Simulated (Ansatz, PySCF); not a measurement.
This triplet is an excited state, 0.66 eV above the relaxed singlet at the level composite: frozen-core CCSD(T) with HF/cc-pVQZ and the correlation energy extrapolated as X^-3 from cc-pVTZ and cc-pVQZ, plus CCSDT(Q) minus CCSD(T) in cc-pVDZ // PBE0-D3(BJ)/def2-TZVP (Ansatz, a quantum-chemistry and plane-wave program).

CHF, SMILES `[CH]F` (excited triplet) (charge 0, multiplicity 3)

Computed with PBE0-D3(BJ)/def2-TZVP (PySCF 2.14.0).

```json
{
 "highest_occupied_spin_orbital": "-6.46 eV",
 "dipole_moment": "1.04 D",
 "total_energy": "-138.3073 Ha",
 "cost": "roughly 10 core-seconds"
}
```

```xyz
3

C     -0.0998     0.3800     0.0000
F      1.0960    -0.1421     0.0000
H     -0.9963    -0.2379     0.0000
```
Charge 0, spin multiplicity 3.
